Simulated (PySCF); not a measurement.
This PySCF input asks for the NMR shieldings of `[C@@H](C#C)(C)C[SiH2][SiH2]CF`, C6H13FSi2; the geometry comes from GFN2-xTB.

```python
import basis_set_exchange as bse
import numpy as np
from pyscf import gto, dft
from pyscf.prop import nmr

atoms = """
C    -3.188734    2.209713   -0.043756
C    -2.327859    1.384278   -0.142292
C    -1.302109    0.358464   -0.232027
C    -1.910967   -0.918061   -0.814187
C    -0.689415    0.126827    1.155211
Si    0.709546   -1.170899    1.197685
Si    2.174189   -0.919924   -0.584775
C     3.074038    0.770508   -0.412110
F     2.142973    1.778586   -0.230640
H    -3.936288    2.941866    0.030885
H    -0.519018    0.726122   -0.907686
H    -2.641614   -1.333186   -0.122672
H    -1.138260   -1.662876   -0.995103
H    -2.413963   -0.702151   -1.754802
H    -1.483797   -0.158450    1.848983
H    -0.295956    1.080627    1.514286
H     1.382527   -1.026203    2.499577
H     0.127703   -2.523222    1.198036
H     3.272021   -1.892980   -0.654698
H     1.565012   -0.902839   -1.923277
H     3.655108    1.046098   -1.294738
H     3.734455    0.807089    0.458017
"""
names = dict.fromkeys(["C", "Si", "F", "H"], "pcSseg-1")
basis = {el: gto.basis.parse(bse.get_basis(n, elements=[el], fmt="nwchem")) for el, n in names.items()}
mol = gto.M(atom=atoms, basis=basis, charge=0, verbose=0)
mf = dft.RKS(mol, xc="PBE0")
mf.grids.level = 2
mf.grids.alignment = dft.numint.BLKSIZE   # the property module wants whole blocks of grid points
mf.conv_tol = 1e-9
mf.kernel()

calc = nmr.RKS(mf)   # GIAO
C = mf.mo_coeff
Co = C[:, mf.mo_occ > 0]
resp = mf.gen_response(singlet=True, hermi=2)
def vind(x):   # induced exchange potential for any number of trial vectors
    d = np.einsum("pi,xij,qj->xpq", C, 2 * x.reshape(-1, C.shape[1], Co.shape[1]), Co, optimize=True)
    return np.einsum("xpq,pi,qj->xij", resp(d - d.transpose(0, 2, 1)), C, Co, optimize=True).ravel()
mo1, _ = nmr.rhf.solve_mo1(calc, with_cphf=vind)
sigma = calc.kernel(mo1)
for i, s in enumerate(sigma):   # ppm
    w = np.linalg.eigvalsh((s + s.T) / 2)
    print("%2d %-2s iso %8.1f  s11 %8.1f  s22 %8.1f  s33 %8.1f" % (i, mol.atom_pure_symbol(i), w.mean(), *w))
```

**Question.** What are the results?

**Answer.** 
```
 0 C  iso    112.1  s11     43.1  s22     49.1  s33    244.1
 1 C  iso     91.2  s11    -19.2  s22     -7.7  s33    300.7
 2 C  iso    161.5  s11    154.5  s22    157.9  s33    172.0
 3 C  iso    162.9  s11    152.1  s22    154.4  s33    182.3
 4 C  iso    166.8  s11    155.0  s22    157.1  s33    188.3
 5 Si iso    428.0  s11    394.3  s22    419.1  s33    470.8
 6 Si iso    431.4  s11    398.2  s22    425.7  s33    470.3
 7 C  iso    107.9  s11     54.6  s22     84.9  s33    184.1
 8 F  iso    465.7  s11    410.3  s22    484.4  s33    502.4
 9 H  iso     30.2  s11     25.0  s22     25.1  s33     40.5
10 H  iso     29.2  s11     24.3  s22     28.9  s33     34.4
11 H  iso     30.7  s11     27.8  s22     28.3  s33     36.0
12 H  iso     30.6  s11     25.4  s22     30.9  s33     35.4
13 H  iso     30.2  s11     26.1  s22     27.6  s33     37.0
14 H  iso     30.5  s11     26.3  s22     29.7  s33     35.6
15 H  iso     30.2  s11     25.9  s22     29.1  s33     35.5
16 H  iso     27.7  s11     24.1  s22     25.2  s33     33.7
17 H  iso     27.7  s11     24.0  s22     26.2  s33     33.1
18 H  iso     28.0  s11     24.6  s22     25.4  s33     34.1
19 H  iso     27.6  s11     24.4  s22     26.4  s33     31.8
20 H  iso     26.4  s11     21.6  s22     26.1  s33     31.4
21 H  iso     26.7  s11     22.0  s22     26.4  s33     31.7
```

These numbers come from an equivalent density-fitted implementation of the same equations, which agrees with the script to about 0.01 ppm for H and up to a few tenths of a ppm for heavy atoms, so last digits may differ.

**Question.** Turn these shieldings into chemical shifts. Shifts are taken against calculated references (same method and geometry level): 13C (σref 186.93), 29Si (σref 349.16), 1H (σref 31.72) against TMS; CFCl3 for 19F (σref 170.95).

**Answer.** Averaging equivalent atoms: C 1: 95.7; C 7: 79.0; C 0: 74.8; C 2: 25.5; C 3: 24.0; C 4: 20.1; Si 5: -78.9; Si 6: -82.2; F 8: -294.7; H 20: 5.32; H 21: 5.01; H 19: 4.16; H 16: 4.05; H 17: 3.97; H 18: 3.67; H 10: 2.54; H 9: 1.53; H 15: 1.52; H 11/12/13: 1.22; H 14: 1.18 ppm. Unscaled 19F shifts against computed CFCl3 carry errors that often reach 10 to 50 ppm.

Size and cost of the density-fitted run: 232 basis functions, 50 s wall time on 1 thread of an Arm Neoverse V1, shared host; peak memory 1.1 GiB.
